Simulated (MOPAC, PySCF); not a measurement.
CH$_{5}$NSi, SMILES `[SiH](N)=C` (C–Si–N–H torsion 0°), neutral singlet in the gas phase. 

Z-matrix (Å, degrees):
```
Si
N 1 1.6917
H 2 1.0044 1 122.61
H 2 1.0051 3 113.44 1 -179.86
C 1 1.6923 2 127.21 3 179.96
H 5 1.0826 1 124.88 2 0.12
H 5 1.0836 6 116.17 1 -179.97
H 1 1.4762 2 108.86 3 -0.04
```
Charge 0, multiplicity 1.

All levels are single points at this geometry (PBE0-D3(BJ)/def2-TZVP); Pople sets use spherical d functions. Orbital energies aren't observables, and empty levels follow the basis.

```json
[
 {"level": "PBE0-D3(BJ)/def2-TZVP in PySCF", "HOMO (eV)": "-5.70", "LUMO (eV)": "0.07", "gap (eV)": "5.77", "dipole (D)": "2.74", "vertical IE, Delta-SCF (eV)": "–"},
 {"level": "ωB97X-D3(BJ)/def2-TZVP in PySCF", "HOMO (eV)": "-8.00", "LUMO (eV)": "2.08", "gap (eV)": "10.07", "dipole (D)": "2.85", "vertical IE, Delta-SCF (eV)": "–"},
 {"level": "B3LYP/3-21G in PySCF", "HOMO (eV)": "-5.01", "LUMO (eV)": "0.61", "gap (eV)": "5.61", "dipole (D)": "2.44", "vertical IE, Delta-SCF (eV)": "–"},
 {"level": "B3LYP/LANL2DZ in PySCF", "HOMO (eV)": "-5.41", "LUMO (eV)": "0.03", "gap (eV)": "5.44", "dipole (D)": "2.39", "vertical IE, Delta-SCF (eV)": "–"},
 {"level": "M06-2X/6-31G* in PySCF", "HOMO (eV)": "-6.44", "LUMO (eV)": "1.41", "gap (eV)": "7.85", "dipole (D)": "2.51", "vertical IE, Delta-SCF (eV)": "–"},
 {"level": "PBE/6-31G* in PySCF", "HOMO (eV)": "-4.31", "LUMO (eV)": "-0.22", "gap (eV)": "4.09", "dipole (D)": "2.45", "vertical IE, Delta-SCF (eV)": "7.54"},
 {"level": "SVWN5/6-31G* in PySCF", "HOMO (eV)": "-4.41", "LUMO (eV)": "-0.36", "gap (eV)": "4.05", "dipole (D)": "2.46", "vertical IE, Delta-SCF (eV)": "7.78"},
 {"level": "HF/3-21G in PySCF", "HOMO (eV)": "-7.65", "LUMO (eV)": "3.96", "gap (eV)": "11.61", "dipole (D)": "2.51", "vertical IE, Delta-SCF (eV)": "–"},
 {"level": "HF/6-31G* in PySCF", "HOMO (eV)": "-7.69", "LUMO (eV)": "3.89", "gap (eV)": "11.58", "dipole (D)": "2.70", "vertical IE, Delta-SCF (eV)": "6.27"},
 {"level": "AM1 in MOPAC", "HOMO (eV)": "-8.01", "LUMO (eV)": "0.31", "gap (eV)": "8.32", "dipole (D)": "1.77", "vertical IE, Delta-SCF (eV)": "–"},
 {"level": "PM3 in MOPAC", "HOMO (eV)": "-7.50", "LUMO (eV)": "0.12", "gap (eV)": "7.61", "dipole (D)": "1.77", "vertical IE, Delta-SCF (eV)": "–"},
 {"level": "PM6 in MOPAC", "HOMO (eV)": "-7.76", "LUMO (eV)": "-0.05", "gap (eV)": "7.72", "dipole (D)": "3.60", "vertical IE, Delta-SCF (eV)": "–"},
 {"level": "PM7 in MOPAC", "HOMO (eV)": "-8.52", "LUMO (eV)": "-0.39", "gap (eV)": "8.12", "dipole (D)": "1.48", "vertical IE, Delta-SCF (eV)": "–"}
]
```
